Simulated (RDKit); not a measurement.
Job for RDKit: UFF on CH4GeO2 (a complex), monomers drawn apart or pushed together.

```python
from rdkit import Chem
from rdkit.Chem import AllChem, rdDetermineBonds

blocks = [
'''3

O     0.50536963   -0.83131025   -0.63911488
C    -0.45256970   -0.62919458   -0.01865846
O    -1.41230485   -0.42745232    0.60109435
''',
'''5

Ge    0.79907289    1.12237323    6.29630649
H    -0.01061486   -0.14827517    6.58743924
H     1.66395156    0.89761198    5.04452829
H     1.71829686    1.43410466    7.48663901
H    -0.15108883    2.30213653    6.05257196
''',
]
mol = None
for b in blocks:
    f = Chem.MolFromXYZBlock(b)
    rdDetermineBonds.DetermineBonds(f, charge=0)
    mol = f if mol is None else Chem.CombineMols(mol, f)
Chem.SanitizeMol(mol)
print(Chem.MolToSmiles(Chem.RemoveHs(mol)))
ff = AllChem.UFFGetMoleculeForceField(mol, vdwThresh=100.0, ignoreInterfragInteractions=False)
e = ff.CalcEnergy()
print(f'UFF energy {e:.6f} kcal/mol')
```

The log:

```
O=C=O.[GeH4]
UFF energy 9.434858 kcal/mol
```

The run finished.

Cost: about 0.04 core-seconds (a rough figure).
